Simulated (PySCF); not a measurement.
# One molecule, several mistakes: BCClGeH3 cation

All numbers below are calculated, not measured. The program is PySCF 2.14.0, an open-source quantum chemistry code, run on an isolated molecule that a program drew, which may never have been made. The molecule is BCClGeH3 cation (charge +1, singlet), drawn as the SMILES string `C=[B][GeH+][Cl]`.

Each row is a Hartree-Fock (HF) and frozen-core CCSD(T) single point in the cc-pV(D+d)Z basis, meant for a local HF minimum. Run 1 is clean. Each other run has one planted mistake out of seven kinds, and not every kind appears here: one electron removed, one electron added, multiplicity raised by two, geometry at a saddle point, minimal basis STO-3G, one bond length entered in bohr, all coordinates scaled. The reference is restricted for singlets and unrestricted otherwise, and also for a bond in bohr. Adding or removing an electron swaps singlet and doublet. Electrons count all cores. HOMO and LUMO are orbital energies over both spins, the gradient is its largest component, and the lowest frequency (negative if imaginary) is given only where the gradient is small. Bond lengths are over the 6 bonds as drawn. T1 is the CCSD diagnostic: over 0.02 (restricted) or 0.045 (unrestricted) a single reference is doubtful. Germanium has the cc-pVDZ-PP basis, with a core potential (ECP10MDF) in place of its 10 inner electrons, and its 3s, 3p and 3d shells are frozen in CCSD(T).

Geometry of the clean run:
```xyz
7
BCClGeH3 cation, angstrom
C    -0.1606   -2.9169    2.1979
B     0.3799   -1.7032    1.7855
Ge    1.1490    0.0081    1.1975
Cl    0.4064    1.7453    2.0456
H    -0.9503   -2.9722    2.9427
H     0.1797   -3.8678    1.7964
H     2.2402    0.2172    0.1797
```

| run | electrons | basis functions | <S^2> | HOMO (eV) | LUMO (eV) | gradient (hartree/bohr) | lowest frequency (cm^-1) | mean bond (Å) | longest bond (Å) | T1 | HF (hartree) | CCSD(T) (hartree) | mistake |
|---|---|---|---|---|---|---|---|---|---|---|---|---|---|
| 1 | 62 | 89 | 0.000 | -14.52 | -5.73 | 2.2e-05 | 88 | 1.5181 | 2.071 | 0.0188 | -816.87624 | -817.35232 | no fault |
| 2 | 62 | 89 | 0.000 | -14.15 | -5.86 | 3.0e-02 | - | 1.5895 | 2.168 | 0.0207 | -816.86108 | -817.34599 | all coordinates scaled |
| 3 | 63 | 89 | 0.901 | -7.38 | 1.14 | 2.9e-02 | - | 1.5181 | 2.071 | 0.0277 | -817.11867 | -817.59619 | one electron added |
| 4 | 61 | 89 | 0.755 | -22.76 | -12.44 | 6.8e-02 | - | 1.5181 | 2.071 | 0.0214 | -816.39037 | -816.81831 | one electron removed |
| 5 | 62 | 89 | 1.254 | -14.49 | -5.40 | 4.0e-02 | - | 1.6793 | 2.071 | 0.0747 | -816.75198 | -817.21317 | ? |

**Which mistake was planted in run 5, and what did it cost?**

The mean bond changes by a factor of 1.106 and the longest by 1.000, so the molecule wasn't scaled as a whole. A length L in bohr read as angstrom grows by (1/0.5292 - 1) L = 0.890 L. The 6 bonds together grew by 6 x 0.1612 = 0.967 Å, which gives L = 1.087 Å. That is the length of one of the C-H bonds, 1.087 Å in the clean geometry. So the mistake is: one bond length entered in bohr. Subtracting run 1 and multiplying by 627.51 kcal/mol a hartree, the energy moved by 78.0 kcal/mol in HF and 87.3 kcal/mol in CCSD(T).

Cautions from the logs. Run 2: T1 is over the limit, so its CCSD(T) energy is less reliable; run 5: T1 is over the limit, so its CCSD(T) energy is less reliable.
